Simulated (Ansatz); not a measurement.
Wavefunction ladder for `FC#C[SiH3]`

```xyz
7

F     1.3964   -2.0463    2.0170
C     0.8428   -1.2351    1.2169
C     0.3164   -0.4656    0.4565
Si   -0.4770    0.6991   -0.6889
H    -0.4914    0.1178   -2.0536
H    -1.8691    0.9566   -0.2460
H     0.2821    1.9735   -0.7018
```

Total charge 0; spin multiplicity 1. The structure was optimised at the PBE0-D4/def2-TZVP level. Frozen core, restricted reference, Ansatz. CBS rows extrapolate triple and quadruple zeta; past MP2 they add the triple-zeta difference.

```tsv
basis	HF (Eh)	MP2 corr.	CCSD corr.	(T)	CCSD(T) total
def2-SVP	-465.53215	-0.52897	-0.55984	-0.01806	-466.11005
def2-TZVPP	-465.84927	-0.66723	-0.69225	-0.02897	-466.57049
def2-QZVPP	-465.86579	-0.71946	–	–	–
CBS(def2)	-465.86806	-0.75815	-0.78317	as TZ	-466.68020
```
